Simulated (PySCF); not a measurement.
NiI: one state, many levels of theory

State: ²Δ (doublet), unpaired electrons δ ↑. Set-up: PySCF, scalar-relativistic core potentials, basis sets Ni def2-TZVPP, I def2-TZVPP with ECP28. De refers to Ni (3d8 4s2) + I in their high-spin ground configurations, without counterpoise correction. The functionals are run spin-unrestricted. A positive dipole means Ni(−)I(+).

```csv
Level,Re (Å),ωe (cm⁻¹),De (eV),μ (D),"CPU s a point (SCF and correlation, without the integrals)"
UHF,2.486,230,n/a,-6.71,3.5
UHF-MP2,2.340,285,n/a,n/a,7.2
UHF-SCS-MP2,2.368,273,n/a,n/a,n/a
PBE,2.371,270,n/a,-3.74,3.8
BP86,2.370,270,n/a,-3.70,2.8
r²SCAN,2.355,276,n/a,-4.06,4.9
r²SCANh,2.357,276,n/a,-4.35,7.2
PBE0,2.374,269,n/a,-4.60,6.8
MN15,2.377,267,n/a,-4.68,7.5
BHandHLYP,2.405,257,n/a,-5.23,4.5
LC-ωPBE,2.360,282,n/a,-5.15,7
```

The bond length runs from 2.340 Å (UHF-MP2) to 2.486 Å (UHF).

Correlated steps freeze 9 core orbitals. De is left out where the level can put another filling of the metal’s s and d shells below the measured ground configuration, by anything from nothing to about 1 eV. Spin–orbit coupling is left out, which matters for elements this heavy, above all for dissociation energies. With d or f electrons several states lie close, and the lowest PBE0 determinant need not be the measured ground state.

The whole job (state search and all levels along the bond) took about 9.7 min on 2 threads of Arm Neoverse V2 (shared host), peak memory 5 GiB.
